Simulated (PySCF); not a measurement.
An excited-state job on `[PH2][GeH2][CH2][O][GeH3]`.

Computed with TDDFT PBE0/def2-SVPD, vertical, gas phase, core orbitals frozen in the response (PySCF 2.14.0, density-fitted response routines). Geometry: GFN2-xTB. A driver script takes a list of jobs; this job's settings line and coordinates (Å) are shown.

Command:
```bash
OMP_NUM_THREADS=1 python probes_run.py task.json out
```

Input:
```
{"job": {"kind": "uv", "xc": "PBE0", "basis": "def2-SVPD", "nstates": 8, "ntriplets": 3}, "charge": 0, "multiplicity": 1}
P     -2.608444     1.387200     0.610739
Ge    -1.838764    -0.682162    -0.007805
C      0.064558    -0.659315    -0.626363
O      0.766150     0.098138     0.349010
Ge     2.515408     0.226418     0.355381
H     -2.355805     1.921405    -0.649267
H     -1.353708     1.745549     1.080532
H     -1.917071    -1.632952     1.163177
H     -2.696334    -1.334245    -1.075774
H      0.156827    -0.197756    -1.615120
H      0.463574    -1.674189    -0.699424
H      2.965977     0.887415    -0.919361
H      2.729627     1.065938     1.564443
H      3.107327    -1.151916     0.447667
```

Q: Estimate the output.

A: 
```
coarse grid: 53856 points
cycle   1  E = -4612.4948545772  dE = -9.285e-01  |g| = 8.035e-01  |ddm| = 4.402e+00
cycle   2  E = -4612.2578841568  dE =  2.370e-01  |g| = 1.361e+00  |ddm| = 2.339e+00
cycle   3  E = -4612.5914838989  dE = -3.336e-01  |g| = 1.837e-01  |ddm| = 1.735e+00
cycle   4  E = -4612.5970242574  dE = -5.540e-03  |g| = 3.879e-02  |ddm| = 2.150e-01
cycle   5  E = -4612.5972199482  dE = -1.957e-04  |g| = 5.687e-03  |ddm| = 4.691e-02
cycle   6  E = -4612.5972271277  dE = -7.180e-06  |g| = 2.197e-03  |ddm| = 1.125e-02
final grid: 108768 points
cycle   7  E = -4612.5972119743  dE =  2.268e-07  |g| = 2.712e-03  |ddm| = 1.033e-02
cycle   8  E = -4612.5972114615  dE =  5.128e-07  |g| = 3.375e-03  |ddm| = 7.019e-03
cycle   9  E = -4612.5972132047  dE = -1.743e-06  |g| = 1.323e-04  |ddm| = 3.740e-03
cycle  10  E = -4612.5972132078  dE = -3.082e-09  |g| = 2.226e-05  |ddm| = 1.523e-04
cycle  11  E = -4612.5972132079  dE = -8.822e-11  |g| = 7.624e-06  |ddm| = 3.172e-05
converged SCF energy = -4612.5972132079

Static polarisability (au): isotropic 106.353, principal 89.079 106.582 123.397

Singlet excitations
state   eV       nm        f      main configurations
  1   6.1733    200.8   0.02655   H->L 0.81, H-1->L 0.15
  2   6.4516    192.2   0.01364   H-1->L 0.68, H-2->L 0.19, H->L 0.09
  3   6.5485    189.3   0.06196   H->L+1 0.81, H->L+3 0.13
  4   6.7166    184.6   0.04939   H->L+3 0.53, H->L+2 0.12, H->L+1 0.12
  5   6.8284    181.6   0.08355   H->L+4 0.53, H-2->L 0.31
  6   6.8978    179.7   0.07475   H->L+2 0.73
  7   7.0449    176.0   0.05588   H-2->L 0.42, H->L+4 0.27, H-1->L 0.11
  8   7.1709    172.9   0.01933   H-1->L+1 0.87

Triplet excitations (Tamm-Dancoff, eV): 5.4582 5.8515 5.9400
```

The SCF starts on a coarse grid where the log names one; the energy can jump when the final grid takes over, and dE then counts from the start density on the new grid. H and L stand for HOMO and LUMO; the number after each pair is its weight.

Q: Give S1 in cm⁻¹ and kJ/mol.

A: 6.1733 eV × 8065.54 = 49791 cm⁻¹; × 96.485 = 595.6 kJ/mol.

Q: Give the mean polarisability as a volume in Å³, and the ratio of the largest to the smallest principal value.

A: 106.353 au × 0.148185 = 15.76 Å³; 123.397/89.079 = 1.39.

Summary of the converged run: HOMO -7.30 eV, LUMO -0.13 eV; lowest singlet 6.17 eV; lowest triplet 5.46 eV (Tamm–Dancoff); mean polarisability 106.4 au.

 Relativistic effects, spin–orbit coupling among them, are left out although an element past zinc is present.

Q: Estimate the wall time. Hardware: one thread, Arm Neoverse V2 (aarch64), shared host with 32 logical CPUs at a one-minute load of 27. And the peak memory of the process?

A: About 49 s, with 0.85 GiB resident at the peak, the Python interpreter and its libraries included.

One conformer stands for the species.
Labels such as C1 count atoms from 1, the log's own numbers from 0.
